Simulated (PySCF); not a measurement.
Si(Me)2(Et)(OMe), C5H14OSi, SMILES CC[Si](C)(C)OC, GFN2-xTB optimised geometry. Atoms within 1.6 Å of the plane z = 0.0 Å (x, y, z in Å): C2 (-1.09, -1.19, 1.56), Si3 (-0.41, -0.31, 0.00), C4 (-0.79, 1.54, 0.00), C5 (-1.11, -1.18, -1.55), O6 (1.23, -0.31, 0.00), C7 (2.10, -1.40, -0.04), H9 (-3.12, -1.50, 0.88), H11 (-0.83, -2.25, 1.54), H13 (-0.43, 2.03, 0.90), H14 (-1.86, 1.71, -0.05), H15 (-0.34, 2.04, -0.85), H16 (-0.96, -2.26, -1.51), H19 (1.97, -2.04, 0.84), H20 (1.94, -2.01, -0.93), H21 (3.12, -1.02, -0.05).

Calculation: PySCF 2.14.0 with PBE0/def2-SVP. Cells within 0.4 Å of a nucleus heavier than hydrogen are left out (blank, or x).

Map of the Laplacian of the electron density (e/bohr⁵), clipped to [-1.50, 1.50] on the plane z = 0.0 Å:

```
|5555555555555555555555555555555|
|5555555555555555555555555555555|
|5555555555555555555555555555555|
|5555555555555555555555555555555|
|5555555555555555555555555555555|
|5555555555555555555555555555555|
|5555555555555555555555555555555|
|5555555555555555555555555555555|
|5555555555555555555555555555555|
|5555555555555555555555555555555|
|5555555554026x45555555555555555|
|555555555522xx65555555555555555|
|5555555555554345555555555555555|
|5555555555554345555555555555555|
|5555555555554575566655555555555|
|55555555555569x955xx65555555555|
|5555555555557xx963xx66555555555|
|5555555555555999553245534555555|
|555555555555555556658x102555555|
|55555555555555555555xx345555555|
|5555555555555555555546555555555|
|5555555555555555555555555555555|
|5555555555555555555555555555555|
|5555555555555555555555555555555|
|5555555555555555555555555555555|
|5555555555555555555555555555555|
|5555555555555555555555555555555|
|5555555555555555555555555555555|
|5555555555555555555555555555555|
|5555555555555555555555555555555|
|5555555555555555555555555555555|
```
Scale: ten equal steps from -1.50 (start of '0') to 1.50 (end of '9'), in the order '0123456789'; x runs from -5.50 to 5.50, y from -5.50 (bottom) to 5.50 (top).
